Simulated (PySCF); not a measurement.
## Cu⁺: excitation energy

Cu⁺ [Ar] 3d10 (1S) → Cu⁺ [Ar] 3d9 4s1 (3D), as a difference of total energies. All numbers are calculated (PySCF 2.14, no relativity, point nucleus, in def2-QZVPPD). Correlated levels: valence: [Ar] frozen. The calculations carry no spin-orbit coupling.

```tsv
method	excitation energy (eV)
UHF	1.110
MP2 (valence)	3.855
SCS-MP2 (valence)	3.589
CCSD (valence)	2.904
CCSD(T) (valence)	3.058
```

Problem. How much does correlation contribute at CCSD(T) (valence)?

Solution. 3.058 − (1.110) = 1.948 eV, measured against UHF.

These non-relativistic numbers lack the scalar-relativistic shift.

Errors of the correlated levels include the incompleteness of this basis and the frozen core.

For comparison: 2.808 eV (measured; NIST levels, between the centres of gravity of the two terms).
